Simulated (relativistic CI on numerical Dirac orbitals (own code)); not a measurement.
Charge states of technetium

Calculated at this level of theory: Dirac-Coulomb-Breit CI, separate exchange-only KLI orbitals for each configuration, a model potential for QED, valence Slater integrals scaled by 0.9 (own radial code, finite nucleus).

Each species is treated in one configuration, given outside its closed core. Radial values are for the open shell of highest l, unscaled and averaged over j; ζ includes the Breit term. Labels give the leading LS character, summed over repeated terms.

```tsv
Ion	Configuration	Its lowest level	LS weight (%)	ζ (cm⁻¹)	g_J	g√(J(J+1))	Next level	E (cm⁻¹)
Tc	4d⁵5s²	⁶S5/2	99	774.8	2.000	5.92	⁴G5/2	19633
Tc⁺	4d⁵5s	⁷S3	100	788.6	2.001	6.93	⁵S2	17086
Tc²⁺	4d⁵	⁶S5/2	99	812.9	2.000	5.92	⁴G5/2	21396
Tc³⁺	4d⁴	⁵D0	98	931.5		0.00	⁵D1	316.73
Tc⁴⁺	4d³	⁴F3/2	99	1054	0.403	0.78	⁴F5/2	1019.9
Tc⁵⁺	4d²	³F2	98	1180	0.672	1.65	³F3	2028.7
Tc⁶⁺	4d	²D3/2	100	1308	0.799	1.55	²D5/2	3280.1
Tc⁷⁺	3d¹⁰4s²4p⁶	¹S0	100			0.00		
Tc⁸⁺	3d¹⁰4s²4p⁵	²P°3/2	100	18680	1.333	2.58	²P°1/2	28056
Tc⁹⁺	3d¹⁰4s²4p⁴	³P2	87	19600	1.437	3.52	³P0	19059
Tc¹⁰⁺	3d¹⁰4s²4p³	⁴S°3/2	82	20530	1.859	3.60	²D°3/2	30856
Tc¹¹⁺	3d¹⁰4s²4p²	³P0	89	21480		0.00	³P1	21244
Tc¹²⁺	3d¹⁰4s²4p	²P°1/2	100	22450	0.665	0.58	²P°3/2	33735
Tc¹³⁺	3d¹⁰4s²	¹S0	100			0.00		
Tc¹⁴⁺	3d¹⁰4s	²S1/2	100		2.001	1.73		
Tc¹⁵⁺	3d¹⁰	¹S0	100			0.00		
Tc¹⁶⁺	3d⁹	²D5/2	100	12310	1.198	3.54	²D3/2	30848
Tc¹⁷⁺	3d⁸	³F4	98	12800	1.242	5.56	³F3	27885
Tc¹⁸⁺	3d⁷	⁴F9/2	90	13310	1.308	6.51	⁴F7/2	25376
Tc¹⁹⁺	3d⁶	⁵D4	89	13840	1.469	6.57	⁵D3	18714
Tc²⁰⁺	3d⁵	⁶S5/2	92	14380	1.963	5.81	J = 5/2 (mixed)	83055
Tc²¹⁺	3d⁴	⁵D0	74	14940		0.00	⁵D1	12659
Tc²²⁺	3d³	⁴F3/2	88	15520	0.454	0.88	⁴F5/2	19834
Tc²³⁺	3d²	³F2	91	16110	0.697	1.71	³F3	32028
```

With one configuration, terms of near-neutral atoms and ions can be 10 to 25 % off, and close levels can change places.

At low charge ζ of a weakly bound d or f electron comes out too small.
